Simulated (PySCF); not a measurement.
**Electron correlation in Cs (caesium, neutral)**

[Xe] 6p1, 2P determinant (an excited configuration). Calculation: PySCF 2.14, in x2c-TZVPPall; scalar relativity by spin-free X2C-1e. Frozen: [Kr] 4d10; 9 electrons correlated.

MP2 pair energies summed by pair of shells (mhartree):

```
 pair   energy  share (%)
5p-5p  -106.07       72.5
5s-5p   -29.72       20.3
5s-5s    -5.41        3.7
5p-6p    -4.92        3.4
5s-6p    -0.19        0.1
```

Total MP2 correlation energy: -146.31 mhartree.

Same-spin part -36.27 and opposite-spin part -110.04 mhartree; SCS-MP2 scales them by 1/3 and 6/5 to -144.14 mhartree.

The basis was made for the ground configuration and has no added diffuse functions, which can raise the energy of the promoted electron.

This basis was not built for core-valence correlation, so the inner-shell part is incomplete.
